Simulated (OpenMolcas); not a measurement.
Sb: from CASSCF to CASPT2

```json
{
 "Program": "OpenMolcas 26.06",
 "Basis": "ANO-RCC-VTZP [7s6p4d2f1g]",
 "Scalar Hamiltonian": "DKH2, point nucleus",
 "Active space": "3 electrons in 3 orbitals (5p)",
 "State averaging": "2S+1 = 4 odd, 1 root; 2S+1 = 2 odd, 8 roots",
 "Spin-orbit coupling": "state interaction with AMFI integrals over the reference wave functions, term energies averaged over their components"
}
```

Methods on the same reference wave functions:
A. CASSCF
B. SS-CASPT2, IPEA 0.25 Eh, imaginary shift 0.1 Eh (closed shells correlated: 4d 5s)
C. XMS-CASPT2, IPEA 0.25 Eh, imaginary shift 0.1 Eh (closed shells correlated: 4d 5s)

Energies in cm⁻¹ above 5s² 5p³ ⁴S°_3/2, the measured ground level; measured values from NIST Handbook of Basic Atomic Spectroscopic Data.

```csv
Level,A,B,C,Measured
5s² 5p³ ⁴S°_3/2,0.0,0.0,0.0,0.0
5s² 5p³ ²D°_3/2,12475,9920,9150,8512
5s² 5p³ ²D°_5/2,13406,10960,10230,9854
5s² 5p³ ²P°_1/2,21932,18160,17000,16395
5s² 5p³ ²P°_3/2,23220,19640,18540,18464
```

Deviations, from unrounded energies. A percentage is the sum of absolute deviations over the sum of measured energies, with the sign that they share, or ± where signs differ.

```tsv
Against measurement	Levels	A	B	C
mean absolute deviation (cm-1)	4	4500	1400	420
other terms of the ground configuration (%)	4	+33.5	+10.3	+3.2
```

C lies closest to measurement on these levels and A furthest from it. The largest miss of C in the table is 5s² 5p³ ²D°_3/2, by +640 cm-1. The ranking rests on the paired levels alone, and a cruder setting can come out closer through cancelling errors.

Between B and C the level of the table that moves most is 5s² 5p³ ²P°_1/2, by 1200 cm-1 (lowest in C, highest in B). Moves below CASPT2's spread within the term are not significant.

The mean deviations of B to C differ by less than CASPT2's widest spread within a term (1900 cm-1), so their order carries little weight.

From A to B the spin-free energies of the other terms of 5s² 5p³ shown, above ⁴S°, scale by factors of 0.81 to 0.82.

The lowest spin-free term lies below A's lowest term by 0.499 hartree in B, 0.499 hartree in C.

CASPT2 does not keep the components of a term degenerate, so their means are used; among the terms shown or strongly mixed into the levels shown the widest spread is 1900 cm-1 (5s² 5p³ ²D°, C). With the s shell closed, the reference lacks s² → p² mixing. Some terms miss by over 15 % even with CASPT2, which points to a basis or an active space too small for the shells correlated (holds for B). Computed and measured levels are paired by configuration, term and J; levels that our copy of the source lacks, or whose pairing is in doubt (as where it misses far off the trend of its configuration), stay unpaired and out of the deviations. Levels of configurations outside the active space are missing.

° marks odd parity.
